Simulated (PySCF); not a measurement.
Species: Ge(CCH)Cl3, C2HCl3Ge.
Geometry (PBE0-D3(BJ)/def2-SVP, Å), atoms numbered from 1 in this order:
```xyz
7
C2HCl3Ge angstrom
Ge     0.0267   -0.0101   -0.9926
C     -0.0269   -0.0179    0.8816
C     -0.0318   -0.0238    2.0962
H     -0.0387   -0.0301    3.1729
Cl     2.0479   -0.0045   -1.6640
Cl    -0.9436    1.7179   -1.7761
Cl    -0.9417   -1.7335   -1.7866
```

Computed, not measured: TDDFT B3LYP/def2-SVPD, vertical, gas phase, core orbitals frozen in the response in PySCF. The B3LYP/def2-SVPD calculation is non-relativistic and has no spin–orbit coupling, an omission that weighs most on germanium.

Kohn–Sham orbitals with the atoms that hold most of them (Löwdin shares over 4%, at most four atoms):

```json
{"orbital": "HOMO-3", "ε (eV)": "-9.49", "atoms": "Cl6 40%, Cl5 20%, Cl7 19%, Ge1 7%"}
{"orbital": "HOMO-2", "ε (eV)": "-9.14", "atoms": "Cl6 34%, Cl5 33%, Cl7 33%"}
{"orbital": "HOMO-1", "ε (eV)": "-8.90", "atoms": "C2 38%, C3 36%, Cl6 10%, Cl7 10%"}
{"orbital": "HOMO", "ε (eV)": "-8.89", "atoms": "C2 38%, C3 36%, Cl5 14%, Cl7 4%"}
{"orbital": "LUMO", "ε (eV)": "-1.96", "atoms": "Ge1 23%, Cl5 22%, Cl7 22%, Cl6 22%"}
{"orbital": "LUMO+1", "ε (eV)": "-1.43", "atoms": "C3 28%, C2 26%, Ge1 19%, Cl6 9%"}
{"orbital": "LUMO+2", "ε (eV)": "-1.42", "atoms": "C3 28%, C2 26%, Ge1 19%, Cl5 9%"}
```

The HOMO–LUMO gap is 6.94 eV. Where does the response calculation put the lowest singlet, and from which orbitals?

S1 is at 5.88 eV (f = 0.0000), 1.06 eV below the gap, made of HOMO-1/HOMO→LUMO+1/LUMO+2 (≥88%). Its leading pair isn't HOMO and LUMO; the energies of that pair differ by 7.47 eV. 

Next come S2 at 5.98 eV (f 0.0011), HOMO-1/HOMO→LUMO (≥90%); S3 at 5.99 eV (f 0.0017), HOMO-1/HOMO→LUMO (≥95%); S4 at 6.03 eV (f 0.0002), HOMO-1/HOMO→LUMO+1/LUMO+2 (≥88%); S5 at 6.04 eV (f 0.0007), HOMO-1/HOMO→LUMO+1/LUMO+2 (≥82%).

Orbitals of the list HOMO-3 to LUMO+2 that lie within 0.01 eV of each other are written together with a slash and their weights summed (≥ marks a lower bound); for degenerate orbitals outside that list single weights are arbitrary.

Löwdin shares depend on the basis, the more so with diffuse functions.
